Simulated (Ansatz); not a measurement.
# Ligand exchange: SiH2(CH3)Br + Mg(CH3)(NH2) → SiH2(CH3)(NH2) + Mg(CH3)Br

Species: SiH2(CH3)Br, singlet; Mg(CH3)(NH2), singlet; SiH2(CH3)(NH2), singlet; Mg(CH3)Br, singlet. The partners trade Br for NH2: Si–Br and Mg–NH2 bonds give way to Si–NH2 and Mg–Br.

Shapes, held fixed at every level: PBE0-D4/def2-TZVP. Flexible molecules stand in one conformer, not always the lowest. Programs: Ansatz 0.2.0. Electronic energies: no zero-point or thermal term.

```csv
level,kind,ΔE (kJ/mol),less CCSD(T)/def2-TZVPP,CPU time (sum over the molecules)
PBE-D4/def2-TZVPP,GGA,-98.6,+6.6,18 s
r2SCAN-D4/def2-TZVPP,meta-GGA,-107.9,-2.7,36 s
BHLYP-D4/def2-TZVPP,global hybrid,-115.8,-10.6,21 s
PBE0-D4/def2-TZVPP,global hybrid,-107.2,-2.0,19 s
r2SCAN0-D4/def2-TZVPP,global hybrid,-112.9,-7.7,34 s
wB97M-V/def2-TZVPP,range-separated hybrid,-107.3,-2.1,82 s
wB97X-V/def2-TZVPP,range-separated hybrid,-108.7,-3.5,58 s
CCSD(T)/def2-TZVPP,coupled cluster or CI,-105.2,0.0,6.6 min
```

The highest level, CCSD(T)/def2-TZVPP, gives ΔE = -105.2 kJ/mol; the levels span -115.8 to -98.6. The column of differences is taken from that level and isn't an error. No measured value is set beside it here. Relativity is left out for Br. Outer-core shells of Br, Mg are correlated, in sets that cover them unevenly. Times are processor times on shared x86 and Arm servers, and rough.
